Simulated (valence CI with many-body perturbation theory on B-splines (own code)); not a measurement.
Ag33+: calculated level list

Calculated by relativistic CI+MBPT: four valence electrons over a frozen Dirac-Fock core [Ne], radial functions for each j: 11 s, 11 p, 9 d, 7 f, 5 g, 2 h, 1 i, with the one-electron correlation potential Σ1 (screened to all orders), the two-electron term Σ2, the three-electron term Σ3, Breit, model QED; selected single and double excitations, second order for the rest (own B-spline code, finite nucleus).

No measured spectrum was set against this ion. As an estimate, large intervals hold to a few tenths of a per cent, small ones and those within an open d or f shell to about a per cent.

Levels 46 to 70 of 70, with energies above the lowest level, (3s^2 3p1/2^2) J=0. "Leading %" is the weight of the configuration and term that name the level; weights of strongly mixed levels are sums over their largest components and can fall short. In the jj column 3d3/2^4 stands for four electrons in 3d with j = 3/2. Lifetimes count E1, E2, E3, M1 and M2 decay at the calculated energies, and are blank where another channel may lead or the interval is too uncertain; long ones can be off by a factor of two.

| No. | Configuration | Term | J | E (eV) | Leading % | Lifetime | Second component | Leading jj |
| --- | --- | --- | --- | --- | --- | --- | --- | --- |
| 46 | 3s3p²3d | ⁵P | 1 | 294.86 | 65 | 4.58 ps | 16 % 3s3p²3d ³P | 3s 3p1/2 3p3/2 3d3/2 (81 %) |
| 47 | 3s3p²3d | ⁵D | 3 | 296.40 | 38 | 13.8 ps | 21 % 3s3p²3d ³F | 3s 3p1/2 3p3/2 3d5/2 (67 %) |
| 48 | 3s3p²3d | ³G | 3 | 300.52 | 59 | 9.41 ps | 28 % 3s3p²3d ¹F | 3s 3p1/2 3p3/2 3d3/2 (93 %) |
| 49 | 3s3p²3d | ³P | 2 | 301.01 | 24 | 5.92 ps | 22 % 3p⁴ ³P | 3s 3p1/2 3p3/2 3d5/2 (56 %) |
| 50 | 3s3p²3d | ³D | 1 | 302.30 | 30 | 4.31 ps | 22 % 3s3p²3d ¹P | 3s 3p1/2 3p3/2 3d3/2 (56 %) |
| 51 | 3s3p²3d | ¹G | 4 | 305.20 | 45 | 29.2 ps | 22 % 3s3p²3d ³F | 3s 3p1/2 3p3/2 3d5/2 (56 %) |
| 52 | 3s3p²3d | ³D | 3 | 308.80 | 52 | 5.87 ps | 33 % 3s3p²3d ³F | 3s 3p1/2 3p3/2 3d5/2 (56 %) |
| 53 | 3s3p²3d | ³D | 1 | 310.88 | 73 | 3.52 ps | 8 % 3s3p²3d ¹P | 3s 3p1/2 3p3/2 3d3/2 (84 %) |
| 54 | 3s3p²3d | ³G | 4 | 311.70 | 61 | 12.4 ps | 25 % 3s3p²3d ³F | 3s 3p1/2 3p3/2 3d5/2 (82 %) |
| 55 | 3s3p²3d | ³F | 3 | 312.98 | 29 | 8.02 ps | 23 % 3s3p²3d ¹F | 3s 3p1/2 3p3/2 3d5/2 (77 %) |
| 56 | 3s3p²3d | ³P | 0 | 313.87 | 81 | 6.13 ps | 15 % 3s²3d² ³P | 3s 3p1/2 3p3/2 3d3/2 (50 %) |
| 57 | 3s3p²3d | ³D | 1 | 314.34 | 72 | 10.4 ps | 9 % 3s3p²3d ³P | 3s 3p1/2 3p3/2 3d5/2 (82 %) |
| 58 | 3s3p²3d | ³F | 2 | 318.95 | 40 | 3.11 ps | 10 % 3s²3d² ³F | 3s 3p1/2 3p3/2 3d3/2 (64 %) |
| 59 | 3s3p²3d | ³P | 0 | 319.77 | 64 | 5.85 ps | 16 % 3p⁴ ¹S | 3s 3p3/2^2 3d5/2 (44 %) |
| 60 | 3s3p²3d | ³D | 2 | 321.01 | 29 | 7.06 ps | 25 % 3s3p²3d ³F | 3s 3p1/2 3p3/2 3d5/2 (58 %) |
| 61 | 3s3p²3d | ³P | 1 | 321.20 | 44 | 6.86 ps | 22 % 3s3p²3d ³S | 3s 3p1/2 3p3/2 3d5/2 (77 %) |
| 62 | 3s3p²3d | ³F | 3 | 322.91 | 39 | 4.82 ps | 19 % 3s3p²3d ¹F | 3s 3p1/2 3p3/2 3d5/2 (68 %) |
| 63 | 3s3p²3d | ³F | 4 | 324.01 | 36 | 35.6 ps | 27 % 3s3p²3d ⁵D | 3s 3p3/2^2 3d5/2 (72 %) |
| 64 | 3s3p²3d | ³D | 2 | 325.57 | 50 | 4.49 ps | 13 % 3p⁴ ¹D | 3s 3p1/2 3p3/2 3d5/2 (48 %) |
| 65 | 3s3p²3d | ³D | 2 | 326.77 | 50 | 4.04 ps | 10 % 3s3p²3d ³P | 3s 3p1/2 3p3/2 3d5/2 (46 %) |
| 66 | 3p⁴ | ³P | 1 | 327.96 | 24 | 3.32 ps | 19 % 3s3p²3d ³D | 3s 3p3/2^2 3d3/2 (48 %) |
| 67 | 3s3p²3d | ³D | 3 | 330.04 | 45 | 4.50 ps | 13 % 3s3p²3d ³F | 3s 3p3/2^2 3d3/2 (57 %) |
| 68 | 3s3p²3d | ³D | 2 | 332.39 | 15 | 3.91 ps | 12 % 3p⁴ ¹D | 3s 3p3/2^2 3d3/2 (33 %) |
| 69 | 3s3p²3d | ³G | 5 | 332.40 | 69 | 28.9 ps | 31 % 3s3p²3d ⁵F | 3s 3p3/2^2 3d5/2 (86 %) |
| 70 | 3s3p²3d | ¹P | 1 | 333.61 | 32 | 3.97 ps | 11 % 3s3p²3d ³S | 3s 3p3/2^2 3d3/2 (40 %) |

Where two levels of one J and parity lie close, their mixing, g and order are uncertain.
